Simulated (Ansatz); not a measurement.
The cluster Cu2Cl2, relaxed as a singlet with RKS r2SCAN-D4/def2-SVP in Ansatz, starting from the GFN2-xTB geometry. Force threshold 0.02 eV/Å.

The structure comes from a short search, and lower isomers may exist.

Start:

```csv
atom,x (Å),y (Å),z (Å)
Cu1,0.599,0.111,0.292
Cu2,-1.501,-0.385,-0.748
Cl3,0.043,-1.812,-0.274
Cl4,0.860,2.086,0.730
```

Estimate the energy that the relaxation releases and the steps that it takes.

13.6 kcal/mol, in 8 steps; 14 s on 4 threads of Arm Neoverse V2 on a shared host. No frequencies were taken in this run, so the end may be a saddle point.

Does the start keep its bonding and symmetry?

Bonds formed: Cu2–Cl4 (atoms count from 1). The end is the same structure that another start reached, the lowest one found. Point group Cs at the start, D2h at the end, both within 0.05 Å.

Predict the relaxed structure.


```csv
atom,x (Å),y (Å),z (Å)
Cu1,1.035,-0.186,0.442
Cu2,-1.032,0.185,-0.441
Cl3,-0.174,-1.909,-0.389
Cl4,0.171,1.909,0.387
```
Bond lengths (bridged metal pairs left out): 4 × Cl–Cu 2.26 to 2.27 Å.
